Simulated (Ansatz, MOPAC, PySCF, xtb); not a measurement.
Pair of molecules: HCl (SMILES Cl) (first 2 atoms) with CH3F (SMILES CF); geometry from B3LYP-D3(BJ)/def2-TZVP, rigid monomers moved along the line of their centres of mass till H2···F4 is 2.71 Å.
(charge 0, multiplicity 1):
```xyz
7

Cl     0.16521     0.05212    -0.13614
H      0.21538     0.50856     1.07035
C     -0.57283    -0.54573     4.29681
F     -0.03344     0.63445     3.76468
H      0.14356    -0.95507     5.00752
H     -1.50982    -0.29661     4.79272
H     -0.74466    -1.24373     3.47828
```

Monomers are frozen at their geometry in the pair; levels with a basis set take the counterpoise correction. Rows marked so take none.

Rows in 6-31G* carry no dispersion term and start afresh at each structure (6-31G* with six Cartesian d functions). The state that AM1, PM6 reach isn't checked.

The values were computed with Ansatz (Gaussian basis) for Hartree–Fock, density functionals and correlated methods; MOPAC for AM1, PM6 (differences of heats of formation); PySCF for 6-31G* rows, the dispersion terms; xtb for the GFN methods. Each number belongs to the level named beside it.

```
level                            interaction energy (meV)
-------------------------------  ------------------------
GFN-FF                                             -101.9
AM1                                                 -54.3
PM6                                                 -37.2
r2SCAN/def2-TZVPPD                                  -86.7
B3LYP/def2-TZVPPD                                   -70.0
B3LYP-D3(BJ)/def2-TZVPPD                            -93.9
B3LYP-D4/def2-TZVPPD                                -92.4
PBE0-D4/def2-TZVPPD                                 -97.8
M06-2X/6-31G* (no counterpoise)                       [?]
```

**Question.** Fill in the missing entries.

**Answer.** 
- M06-2X/6-31G* (no counterpoise), interaction energy (meV): -134.5

Ansatz is a first-principles code.
